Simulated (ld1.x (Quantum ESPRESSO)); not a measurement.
## ruthenium, TM: configuration errors across variants

```
Element                 : ruthenium (Ru)
Generator               : ld1.x (Quantum ESPRESSO) 7.5
Type                    : norm-conserving Troullier–Martins (Kleinman–Bylander form)
Functional              : PBEsol
Relativity              : scalar-relativistic
Frozen core             : [Ar] 3d10
Valence charge          : 16
Reference configuration : 4s2 4p6 4d7 5s1 5p0
Partial waves           : 4s (bound): rc 1.50 bohr; 4d (bound): rc 2.05 bohr; 4p (bound): rc 1.25 bohr
Local potential         : the p channel
Core correction         : none
```

Occupied shells without a wave of their own: 5s. They enter only through the test configuration that unscreens the potential.

All-electron excitation energies from the reference (eV): (1) 4s2 4p6 4d7 5s0 5p0 7.299; (2) 4s2 4p6 4d6 5s0 5p0 25.483; (3) 4s2 4p6 4d5 5s0 5p0 56.092; (4) 4s2 4p6 4d8 5s0 5p0 -0.331; (5) 4s2 4p6 4d7 5s0.5 5p0 2.875; (6) 4s2 4p6 4d6 5s1 5p0 10.130; (7) 4s2 4p6 4d4 5s0 5p0 100.582.

For the base: The 5s level has no wave, so the channel is fitted at the deeper level alone: the likely source of the large errors.

On the changes marked as counting shells twice: ld1.x takes every shell without a wave as core, so the model core holds the marked electrons as well and exchange and correlation see them twice. This cancels in the reference configuration, but the file is broken for other ones, and its errors say nothing about a proper core correction.

3 further variants failed, have other tests or another functional or relativity, and are left out.

The file “base” misses its own reference levels by 0.3 eV. The file “local potential the s channel” misses its own reference levels by 0.8 eV. The file “wave 4p (bound): rc 1.25 bohr becomes 4p (bound): rc 1.38 bohr” misses its own reference levels by 0.3 eV. The file “wave 4d (bound): rc 2.05 bohr becomes 4d (bound): rc 2.38 bohr” misses its own reference levels by 0.3 eV. The file “core correction a·sin(br)/r model core inside 0.94 bohr (5s counted twice)” misses its own reference levels by 0.3 eV. The file “wave 4s (bound): rc 1.50 bohr becomes 4s (bound): rc 2.14 bohr” misses its own reference levels by 1.2 eV. The file “wave 4d (bound): rc 2.05 bohr becomes 4d (bound): rc 3.10 bohr” misses its own reference levels by 0.3 eV.

Errors AE − PS in meV (a dash: test not solved or not reliable):

| change | (1) | (2) | (3) | (4) | (5) | (6) | (7) | bound ghosts |
| --- | --- | --- | --- | --- | --- | --- | --- | --- |
| base | -410 | -624 | -870 | -250 | -178 | -0.9 | -1115 | none |
| wave 4s (bound): rc 1.50 bohr becomes 4s (bound): rc 1.22 bohr | -89 | -136 | -183 | -55 | -39 | +0.4 | -205 | none |
| local potential the s channel | -1025 | -1517 | -2063 | -642 | -448 | -5.5 | -2611 | none |
| wave 4p (bound): rc 1.25 bohr becomes 4p (bound): rc 1.38 bohr | -443 | -671 | -932 | -271 | -193 | -1.3 | -1191 | none |
| wave 4d (bound): rc 2.05 bohr becomes 4d (bound): rc 2.38 bohr | -409 | -628 | -863 | -248 | -178 | +0.6 | -1041 | none |
| core correction a·sin(br)/r model core inside 0.94 bohr (5s counted twice) | -528 | -910 | -1340 | -261 | -206 | -43 | -1761 | none |
| wave 4s (bound): rc 1.50 bohr becomes 4s (bound): rc 2.14 bohr | -1564 | -2313 | -3194 | -1001 | -684 | -22 | -4151 | none |
| wave 4d (bound): rc 2.05 bohr becomes 4d (bound): rc 3.10 bohr | -408 | -636 | -689 | -219 | -177 | +31 | -253 | none |

Task: Give the same row for: all radii scaled by about 0.93 (s 1.40, p 1.16, d 1.90 bohr).

Result: -242, -368, -513, -147, -105, -0.1, -657; bound ghosts: none.
